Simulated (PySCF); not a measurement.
A structure optimised at PBE-D3(BJ)/def2-TZVP, used in a PySCF frequency run:

```
Ge
H 1 1.5745
Cl 1 2.1768 2 106.58
Cl 1 2.1768 2 106.58 3 -115.39
```
Charge 0, spin multiplicity 2.

Q: Write its SMILES, formula and point group.

A: [Cl][GeH][Cl], Cl₂GeH, Cs

Q: What are its rotational constants (standard atomic weights)?

A: 8.1125, 2.2735, 1.7990 GHz
